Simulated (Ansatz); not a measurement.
Reaction (redistribution): `[SiH3]N([SiH3])B(Cl)Cl` + `[F][Zn][Cl]` → `ClB(Cl)Cl` + `[F][Zn][N]([SiH3])[SiH3]`

Isolated molecules relaxed with PBE0-D4/def2-TZVP in Ansatz; ΔE leaves out vibrations. CBS: MP2 limit from def2 TZ/QZ plus the TZ coupled-cluster correction, frozen cores. This one scheme is used for every species. DFT in def2-TZVPP. B3LYP here is the variant with VWN-RPA as its local correlation; programs differ in this. For Zn outer-core shells are correlated without core-valence functions, which leaves a few kJ/mol of doubt a bond. Scalar relativity is left out up to krypton. One conformer a species, not always the lowest.

`[SiH3]N([SiH3])B(Cl)Cl`:

Z-matrix (Å, degrees):
```
Si
N 1 1.766
H 1 1.482 2 110.4
H 1 1.482 2 110.4 3 -122.0
H 1 1.482 2 106.8 3 119.0
Si 2 1.766 1 122.2 3 -118.9
B 2 1.402 1 118.9 3 61.1
H 6 1.482 2 106.8 1 -0.0
H 6 1.482 2 110.4 1 118.9
H 6 1.482 2 110.4 1 -119.0
Cl 7 1.765 2 121.3 1 -180.0
Cl 7 1.765 2 121.3 1 0.0
```

`[F][Zn][Cl]`:

Z-matrix (Å, degrees):
```
Zn
F 1 1.739
Cl 1 2.073 2 180.0
```

`ClB(Cl)Cl`:

```xyz
4

Cl   -1.450   -0.533    0.794
B     0.000    0.000    0.000
Cl    0.565    1.627    0.226
Cl    0.885   -1.094   -1.019
```

`[F][Zn][N]([SiH3])[SiH3]`:

Cartesian coordinates in Å:
```
F -2.838 2.372 0.817
Zn -1.534 1.283 0.441
N -0.176 0.147 0.051
Si -0.389 -0.965 -1.253
Si 1.263 0.235 1.002
H 0.626 -0.760 -2.324
H -0.285 -2.378 -0.795
H -1.745 -0.752 -1.835
H 1.084 1.303 2.026
H 2.453 0.567 0.171
H 1.541 -1.051 1.699
```

Q: Is it downhill or uphill in electronic energy at CCSD(T)/CBS, and by how much? (An estimate is asked.)

A: Computed: Uphill: ΔE = +130.6 kJ/mol.

Q: What do these levels give: B3LYP-D4, PBE-QIDH, PBE, revPBE, BHLYP, CCSD/def2-SVP, CCSD(T)/def2-SVP, HF/def2-TZVPP, SCS-MP2/def2-TZVPP, MP2/def2-QZVPP, HF/CBS(def2), MP2/CBS(def2)? (An estimate is asked.)

A: The calculation gave: B3LYP-D4 126.5, PBE-QIDH 125.9, PBE 112.3, revPBE 106.8, BHLYP 131.8, CCSD/def2-SVP 114.5, CCSD(T)/def2-SVP 111.8, HF/def2-TZVPP 142.3, SCS-MP2/def2-TZVPP 118.3, MP2/def2-QZVPP 123.9, HF/CBS(def2) 144.9, MP2/CBS(def2) 127.2 kJ/mol.

Q: What do rigid-rotor, harmonic-oscillator terms from PBE0-D4/def2-TZVP frequencies (298.15 K, 1 bar) make of the CCSD(T)/CBS value? (Best estimate.)

A: Computed: ΔZPE = -5.1 kJ/mol, ΔH = +126.3 kJ/mol, ΔS = 28 J/(mol·K), ΔG = +118.0 kJ/mol. Modes under 50 cm⁻¹ make the entropy rough.

Largest T1 diagnostic among the species: 0.016.

The D4 term adds +7.2 kJ/mol with B3LYP and +4.2 kJ/mol with PBE0; it sums over pairs of atoms, weighted by their polarisabilities, and B3LYP, whose exchange is more repulsive, gets the larger term. From BLYP to BHLYP (50 % exact exchange), in def2-TZVPP and without D4, ΔE moves by +21.9 kJ/mol.
